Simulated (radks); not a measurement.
The tin ion Sn2+, [Kr] 4d10 5s2. Method: non-relativistic Kohn-Sham, LDA (Slater exchange, Perdew-Wang correlation), spin-polarised, spherical densities, point nucleus; computed with a radial shooting solver on a logarithmic mesh with Libxc functionals. Every spin shell is full or empty, so the densities are truly spherical. Functionals are evaluated on that one density, not self-consistently. Rank these exchange functionals by their error against the exact value of the orbitals, and give that value: LDA, PBE, revPBE, RPBE, OPTX, WC, SOGGA, EV93, APBE, TPSS, revTPSS, SCAN, Tao-Mo, TASK.

Answer. Exact: -158.171 hartree. From best to worst, with 100 (|E| - |E exact|)/|E exact| (equal figures are ties): SCAN +0.18, RPBE -0.21, revPBE -0.27, TPSS -0.27, EV93 -0.27, APBE +0.33, PBE -0.41, Tao-Mo -0.79, WC -0.84, revTPSS -0.90, OPTX +1.25, TASK -2.22, SOGGA -2.26, LDA -4.84.
